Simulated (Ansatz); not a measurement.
Basis sets compared for the cluster Li5H5⁺ (the lowest doublet isomer of a short search). Total charge 1; doublet. Geometry PBE0-D4/def2-TZVP. Ansatz on 4 threads of Arm Neoverse V2 on a shared host; times are rough, and most runs start from earlier orbitals.

```xyz
10

Li    0.091   -0.019   -0.059
Li   -1.285    2.270   -0.040
Li    1.356    1.132   -1.866
Li   -1.163   -1.931    1.328
Li    1.986   -1.627    0.071
H     1.772   -0.252   -0.939
H    -1.711   -0.114    0.621
H     0.446   -1.607    0.890
H    -0.132    1.558   -1.065
H    -1.360    0.589    1.059
```

B3LYP takes the VWN-RPA correlation. In the doublet, H7 and H10 lie 0.90 Å apart (atoms count from 1), so these atoms are partly bonded to each other. The structure comes from a short search, and lower isomers may exist.

```json
{"level": "PBE-D4/def2-SVP", "functions": "70", "energy (Eh)": "-40.2544", "HOMO (eV)": "-6.24", "LUMO (eV)": "-5.19", "wall time": "1 s"}
{"level": "B3LYP-D4/6-31G", "functions": "55", "energy (Eh)": "-40.4509", "HOMO (eV)": "-6.79", "LUMO (eV)": "-4.88", "wall time": "1.2 s"}
{"level": "PBE0-D4/def2-SVP", "functions": "70", "energy (Eh)": "-40.2849", "HOMO (eV)": "-6.87", "LUMO (eV)": "-4.39", "wall time": "1.2 s"}
```

Question: Estimate the rows for PBE-D4/def2-TZVP, B3LYP-D4/def2-TZVP, PBE0-D4/def2-TZVP.

Answer: 
```json
{"level": "PBE-D4/def2-TZVP", "functions": "100", "energy (Eh)": "-40.2860", "HOMO (eV)": "-6.36", "LUMO (eV)": "-5.34", "wall time": "0.95 s"}
{"level": "B3LYP-D4/def2-TZVP", "functions": "100", "energy (Eh)": "-40.4811", "HOMO (eV)": "-6.80", "LUMO (eV)": "-4.89", "wall time": "1.2 s"}
{"level": "PBE0-D4/def2-TZVP", "functions": "100", "energy (Eh)": "-40.3138", "HOMO (eV)": "-6.98", "LUMO (eV)": "-4.58", "wall time": "1.6 s"}
```
